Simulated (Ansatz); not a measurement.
`Cl[SiH]1[CH2][GeH2]1` at its PBE0-D4/def2-TZVP geometry, where that method's forces vanish. Total charge 0; spin multiplicity 1.

```xyz
9

Cl    0.9345    2.6945   -0.3482
Si    0.2646    0.8208   -0.8399
C     0.7971   -0.5851    0.2567
Ge   -1.2013   -0.3483    0.4775
H     0.3527    0.6269   -2.3042
H     1.1515   -1.5033   -0.2059
H     1.3623   -0.3396    1.1532
H    -2.0610   -1.4923   -0.0634
H    -1.6005    0.1264    1.8742
```

(1) What forces (eV/Å) does ωB97M-V/def2-TZVPP give on these atoms in Ansatz 0.2.0? (Best estimate.)

Results:

(1) The calculation gave: 
```
Cl1  0.007  0.038  0.019
Si2 -0.020 -0.167 -0.113
C3   0.018 -0.006 -0.007
Ge4 -0.034  0.009  0.004
H5  -0.017  0.024  0.186
H6  -0.027  0.075  0.041
H7  -0.038 -0.017 -0.071
H8   0.076  0.088  0.050
H9   0.035 -0.045 -0.109
```
